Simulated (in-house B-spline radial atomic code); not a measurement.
## Neutral nitrogen: [He] 2s2 2p3

Level of theory: non-relativistic B3LYP, spin-polarised, spherical fractional occupations, exact exchange averaged over the configuration, point nucleus; calculated with a radial B-spline atomic code at the basis-set limit.

Effective charges: Z_r = [3n² - l(l+1)]/(2<r>) from the radius, Z_e = n√(-2ε) from the energy, and Slater's rules. Values are occupation-weighted means over spin.

| shell | electrons | ε (eV) | <r> (bohr) | Z_r | Z_e | Slater |
| --- | --- | --- | --- | --- | --- | --- |
| 1s | 2 | -392.11 | 0.2297 | 6.53 | 5.37 | 6.70 |
| 2s | 2 | -19.479 | 1.338 | 4.48 | 2.39 | 3.90 |
| 2p | 3 | -9.7775 | 1.423 | 3.51 | 1.70 | 3.90 |

The least bound orbital is 2p up at -9.778 eV, and it is also the most diffuse (<r> = 1.423 bohr).

The density falls to 0.001 bohr⁻³ at 3.404 bohr; Σ<r²> = 12.434 bohr² gives, by the non-relativistic formula and without the paramagnetism of open shells, a Langevin diamagnetic susceptibility of -9.848×10⁻⁶ cm³/mol.
